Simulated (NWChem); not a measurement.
System: CH₆F₂Si₂; SMILES C([SiH2][SiH2]F)F

NWChem input:

```
start job
memory heap 200 mb stack 900 mb global 1100 mb
geometry units angstroms noautoz
  F      0.425222    -2.950088    -0.042630
  C      0.684785    -1.635681     0.278212
  Si    -0.768574    -0.523142    -0.255445
  Si    -0.277552     1.713722     0.263207
  F      1.168845     2.071404    -0.410108
  H      1.613607    -1.312820    -0.225178
  H      0.858048    -1.555102     1.366472
  H     -2.013169    -0.931514     0.466728
  H     -0.990510    -0.669465    -1.725646
  H     -0.157934     1.926228     1.737139
  H     -1.296456     2.656512    -0.284660
end
basis spherical
  * library 6-31g*
end
dft
  xc b3lyp
  iterations 150
  mulliken
end
task dft energy
```

NWChem printed, in part:

```
             Northwest Computational Chemistry Package (NWChem) 7.3.0
             --------------------------------------------------------

 C1  symmetry detected

                             Geometry "geometry" -> ""
                             -------------------------

 Output coordinates in angstroms (scale by  1.889725989 to convert to a.u.)

  No.       Tag          Charge          X              Y              Z
 ---- ---------------- ---------- -------------- -------------- --------------
    1 F                    9.0000     0.41461575    -2.93103753    -0.02214449
    2 C                    6.0000     0.65291526    -1.61620286     0.31311874
    3 Si                  14.0000    -0.78697130    -0.51133956    -0.27065261
    4 Si                  14.0000    -0.33114380     1.72669227     0.27441424
    5 F                    9.0000     1.13703768     2.09675908    -0.34271417
    6 H                    1.0000     1.59775470    -1.28510919    -0.15379285
    7 H                    1.0000     0.78461618    -1.53879077     1.40741536
    8 H                    1.0000    -2.05498554    -0.93093335     0.40269662
    9 H                    1.0000    -0.95251012    -0.65330149    -1.74869209
   10 H                    1.0000    -0.26844274     1.93413292     1.75258194
   11 H                    1.0000    -1.33519342     2.66478715    -0.30785627

 Effective nuclear repulsion energy (a.u.)     286.0175493359

                                 NWChem DFT Module
                                 -----------------

 Summary of "ao basis" -> "ao basis" (spherical)
 ------------------------------------------------------------------------------
       Tag                 Description            Shells   Functions and Types
 ---------------- ------------------------------  ------  ---------------------
 F                           6-31g*                  6       14   3s2p1d
 C                           6-31g*                  6       14   3s2p1d
 Si                          6-31g*                  8       18   4s3p1d
 H                           6-31g*                  2        2   2s

            General Information
            -------------------
          SCF calculation type: DFT
          Wavefunction type:  closed shell.
          No. of atoms     :    11
          No. of electrons :    58
           Alpha electrons :    29
            Beta electrons :    29
          Charge           :     0
          Spin multiplicity:     1
          Use of symmetry is: off; symmetry adaption is: off
          Maximum number of iterations: 150
          AO basis - number of functions:    90
                     number of shells:    46
          Convergence on energy requested:  1.00D-06
          Convergence on density requested:  1.00D-05
          Convergence on gradient requested:  5.00D-04

              XC Information
              --------------
                         B3LYP Method XC Potential
                     Hartree-Fock (Exact) Exchange  0.200
                        Slater Exchange Functional  0.800 local
                    Becke 1988 Exchange Functional  0.720 non-local
              Lee-Yang-Parr Correlation Functional  0.810
                  VWN I RPA Correlation Functional  0.190 local

             Grid Information
             ----------------
          Grid used for XC integration:  medium
          Radial quadrature: Mura-Knowles
          Angular quadrature: Lebedev.
          Tag              B.-S. Rad. Rad. Pts. Rad. Cut. Ang. Pts.
          ---              ---------- --------- --------- ---------
          F                   0.50       49          12.0       434
          C                   0.70       49          11.0       434
          Si                  1.10       88          10.0       590
          H                   0.35       45          12.0       434
          Grid pruning is: on
          Number of quadrature shells:   593
          Spatial weights used:  Erf1

      Superposition of Atomic Density Guess
      -------------------------------------

 Sum of atomic energies:        -817.02892847

      Non-variational initial energy
      ------------------------------

 Total energy =    -818.443667
 1-e energy   =   -1702.883084
 2-e energy   =     598.421868
 HOMO         =      -0.307763
 LUMO         =       0.016893

     ---------------------------------------------
      Total Density - Mulliken Population Analysis
     ---------------------------------------------

    Atom       Charge   Shell Charges
 -----------   ------   -------------------------------------------------------
    1 F    9     9.49   2.00  0.95  3.41  1.00  2.12  0.01
    2 C    6     6.06   2.00  0.69  1.73  0.63  0.96  0.05
    3 Si  14    13.77   2.00  2.00  5.97  1.00  1.77  0.34  0.59  0.10
    4 Si  14    13.18   2.00  2.00  5.97  0.94  1.43  0.30  0.40  0.14
    5 F    9     9.63   2.00  0.95  3.48  1.01  2.19  0.01
    6 H    1     0.81   0.47  0.34
    7 H    1     0.81   0.47  0.34
    8 H    1     1.05   0.46  0.58
    9 H    1     1.05   0.47  0.58
   10 H    1     1.08   0.47  0.61
   11 H    1     1.07   0.47  0.60

   convergence    iter        energy       DeltaE   RMS-Dens  Diis-err
 ---------------- ----- ----------------- --------- --------- ---------
 d= 0,ls=0.0,diis     1   -820.3155659230 -1.11D+03  1.63D-02  7.89D-01
 d= 0,ls=0.0,diis     2   -820.2653781707  5.02D-02  8.43D-03  1.63D+00
 d= 0,ls=0.0,diis     3   -820.4091268177 -1.44D-01  1.26D-03  2.46D-02
 d= 0,ls=0.0,diis     4   -820.4107647938 -1.64D-03  4.76D-04  2.87D-03
 d= 0,ls=0.0,diis     5   -820.4110714975 -3.07D-04  1.38D-04  4.05D-04
  Resetting Diis
 d= 0,ls=0.0,diis     6   -820.4111111625 -3.97D-05  3.49D-05  1.49D-05
 d= 0,ls=0.0,diis     7   -820.4111126788 -1.52D-06  1.88D-05  9.84D-07
 d= 0,ls=0.0,diis     8   -820.4111126345  4.43D-08  9.75D-06  1.47D-06

         Total DFT energy =     -820.411112634522
      One electron energy =    -1706.318418259178
           Coulomb energy =      670.463908177350
    Exchange-Corr. energy =      -70.574151888637
 Nuclear repulsion energy =      286.017549335943

 Numeric. integr. density =       58.000006351896

                       DFT Final Molecular Orbital Analysis
                       ------------------------------------

 Vector   27  Occ=2.000000D+00  E=-3.372571D-01
              MO Center=  1.9D-01, -1.8D+00,  4.5D-02, r^2= 3.3D+00
   Bfn.  Coefficient  Atom+Function         Bfn.  Coefficient  Atom+Function
  ----- ------------  ---------------      ----- ------------  ---------------
     5      0.385048   1 F  pz                9      0.284799   1 F  pz
    19     -0.229304   2 C  pz                3     -0.211514   1 F  px
    80      0.201073   6 H  s                82     -0.198161   7 H  s
    79      0.176102   6 H  s                81     -0.171814   7 H  s
    84      0.161460   8 H  s                86     -0.160751   9 H  s

 Vector   28  Occ=2.000000D+00  E=-3.152364D-01
              MO Center= -2.1D-01, -6.6D-01,  5.7D-03, r^2= 4.3D+00
   Bfn.  Coefficient  Atom+Function         Bfn.  Coefficient  Atom+Function
  ----- ------------  ---------------      ----- ------------  ---------------
    35      0.299520   3 Si px                3      0.246114   1 F  px
    17     -0.219085   2 C  px                7      0.182658   1 F  px
    54     -0.181895   4 Si py               37      0.175856   3 Si pz
    34      0.155555   3 Si s                84     -0.152852   8 H  s
    68      0.139670   5 F  py               88     -0.139249  10 H  s

 Vector   29  Occ=2.000000D+00  E=-2.878478D-01
              MO Center= -1.7D-01, -2.6D-01,  5.0D-02, r^2= 4.7D+00
   Bfn.  Coefficient  Atom+Function         Bfn.  Coefficient  Atom+Function
  ----- ------------  ---------------      ----- ------------  ---------------
    36      0.389362   3 Si py               54     -0.312773   4 Si py
     3     -0.250962   1 F  px               17      0.213426   2 C  px
     7     -0.188218   1 F  px               68      0.164652   5 F  py
    90     -0.159785  11 H  s                32     -0.148796   3 Si py
     4      0.143743   1 F  py               72      0.131291   5 F  py

 Vector   30  Occ=0.000000D+00  E=-2.298219D-02
              MO Center= -4.1D-01,  1.1D+00,  1.3D-01, r^2= 4.5D+00
   Bfn.  Coefficient  Atom+Function         Bfn.  Coefficient  Atom+Function
  ----- ------------  ---------------      ----- ------------  ---------------
    57      0.661597   4 Si px               20     -0.466484   2 C  s
    38      0.443355   3 Si s                39      0.427914   3 Si px
    70     -0.370132   5 F  s                84      0.331099   8 H  s
    53      0.298940   4 Si px               58      0.271397   4 Si py
    90      0.247018  11 H  s                56     -0.227892   4 Si s

 Vector   31  Occ=0.000000D+00  E= 1.112908D-02
              MO Center= -6.7D-01,  3.0D-01,  2.5D-02, r^2= 4.8D+00
   Bfn.  Coefficient  Atom+Function         Bfn.  Coefficient  Atom+Function
  ----- ------------  ---------------      ----- ------------  ---------------
    20      0.724725   2 C  s                40      0.640079   3 Si py
    86     -0.636065   9 H  s                41     -0.629835   3 Si pz
    88      0.477047  10 H  s                58      0.396319   4 Si py
    56     -0.373802   4 Si s                39     -0.362279   3 Si px
    59     -0.338524   4 Si pz               90     -0.332272  11 H  s

 Vector   32  Occ=0.000000D+00  E= 2.995799D-02
              MO Center= -5.9D-01, -1.7D-01, -8.4D-02, r^2= 6.0D+00
   Bfn.  Coefficient  Atom+Function         Bfn.  Coefficient  Atom+Function
  ----- ------------  ---------------      ----- ------------  ---------------
    40      1.163505   3 Si py               56     -1.111929   4 Si s
    38      0.871513   3 Si s                58      0.814029   4 Si py
    52     -0.439343   4 Si s                59      0.436029   4 Si pz
    41      0.353892   3 Si pz               36      0.284392   3 Si py
     6      0.270893   1 F  s                90      0.264480  11 H  s

     ---------------------------------------------
      Total Density - Mulliken Population Analysis
     ---------------------------------------------

    Atom       Charge   Shell Charges
 -----------   ------   -------------------------------------------------------
    1 F    9     9.32   2.00  0.93  3.31  1.04  2.03  0.02
    2 C    6     6.10   2.00  0.68  2.01  0.57  0.79  0.06
    3 Si  14    13.79   2.00  2.00  5.96  1.02  1.98  0.29  0.41  0.14
    4 Si  14    13.39   2.00  2.00  5.96  0.99  1.75  0.21  0.27  0.21
    5 F    9     9.41   2.00  0.93  3.31  1.03  2.12  0.01
    6 H    1     0.85   0.53  0.32
    7 H    1     0.85   0.53  0.32
    8 H    1     1.06   0.51  0.55
    9 H    1     1.05   0.51  0.54
   10 H    1     1.09   0.51  0.58
   11 H    1     1.09   0.51  0.58

     -------------------------------------------
      Total Density - Lowdin Population Analysis
     -------------------------------------------

    Atom       Charge   Shell Charges
 -----------   ------   -------------------------------------------------------
    1 F    9     9.17   1.99  0.92  3.19  0.83  2.20  0.03
    2 C    6     6.22   1.99  0.56  1.81  0.45  1.28  0.13
    3 Si  14    13.83   2.00  1.98  5.89  0.72  1.79  0.38  0.91  0.17
    4 Si  14    13.62   2.00  1.98  5.88  0.70  1.60  0.38  0.77  0.31
    5 F    9     9.29   1.99  0.93  3.19  0.86  2.30  0.02
    6 H    1     0.87   0.50  0.37
    7 H    1     0.87   0.50  0.37
    8 H    1     1.03   0.49  0.53
    9 H    1     1.02   0.49  0.53
   10 H    1     1.05   0.50  0.54
   11 H    1     1.04   0.50  0.54

     Multipole analysis of the density
     ---------------------------------

     L   x y z        total         alpha         beta         nuclear
     -   - - -        -----         -----         ----         -------
     0   0 0 0     -0.000000    -29.000000    -29.000000     58.000000

     1   1 0 0     -0.264664     -0.132332     -0.132332      0.000000
     1   0 1 0      0.317025      0.158512      0.158512      0.000000
     1   0 0 1      0.359508      0.179754      0.179754      0.000000

     2   2 0 0    -33.259021    -81.086946    -81.086946    128.914870
     2   1 1 0     -2.144026      4.258990      4.258990    -10.662006
     2   1 0 1      0.371222     -1.571172     -1.571172      3.513566
     2   0 2 0    -38.967086   -366.082030   -366.082030    693.196974
     2   0 1 1     -0.047740     -1.845886     -1.845886      3.644033
     2   0 0 2    -32.613216    -37.947994    -37.947994     43.282772
```

Level: B3LYP/6-31G* (spherical d). Structure relaxed at the PBE0/def2-SVP level.
